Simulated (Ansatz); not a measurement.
Basis sets compared for bis(4-fluorophenyl)iodonium, `Fc1ccc([I+]c2ccc(F)cc2)cc1`. Total charge 1; singlet. Geometry r2SCAN-D4/def2-SVP. Ansatz on 4 threads of Arm Neoverse V2 on a shared host; times are rough, and most runs start from earlier orbitals.

```
atom    x (Å)    y (Å)    z (Å)
  F1   3.2724   1.4930   3.5151
  C2   2.5068   0.6894   2.7998
  C3   1.1668   0.5317   3.1659
  C4   0.3529  -0.3169   2.4162
  C5   0.9229  -0.9710   1.3202
  I6  -0.3110  -2.2621   0.1596
  C7  -1.1739  -0.8602  -1.1913
  C8  -0.4659  -0.5332  -2.3521
  C9  -1.0364   0.3911  -3.2264
 C10  -2.2827   0.9442  -2.9147
 F11  -2.8184   1.8175  -3.7477
 C12  -2.9835   0.6024  -1.7542
 C13  -2.4225  -0.3184  -0.8695
 C14   2.2618  -0.8263   0.9455
 C15   3.0655   0.0233   1.7056
 H16   0.7773   1.0690   4.0341
 H17  -0.6944  -0.4551   2.6946
 H18   0.5042  -0.9789  -2.5864
 H19  -0.5296   0.6844  -4.1495
 H20  -3.9581   1.0567  -1.5568
 H21  -2.9607  -0.5977   0.0397
 H22   2.6861  -1.3568   0.0899
 H23   4.1203   0.1738   1.4623
```

In the def2 sets I takes a core potential; there is no spin–orbit coupling.

```tsv
level	functions	energy (Eh)	HOMO (eV)	LUMO (eV)	wall time
PBE-D4/def2-SVP	262	-957.9315	-10.12	-6.83	6 s
PBE0-D4/def2-SVP	262	-957.9820	-11.26	-6.07	12 s
```

Estimate the rows for PBE-D4/def2-TZVP (with forces), PBE0-D4/def2-TZVP.


| level | functions | energy (Eh) | HOMO (eV) | LUMO (eV) | wall time |
| --- | --- | --- | --- | --- | --- |
| PBE-D4/def2-TZVP (with forces) | 532 | -958.6764 | -10.17 | -6.84 | 17 s |
| PBE0-D4/def2-TZVP | 532 | -958.7236 | -11.23 | -6.04 | 36 s |
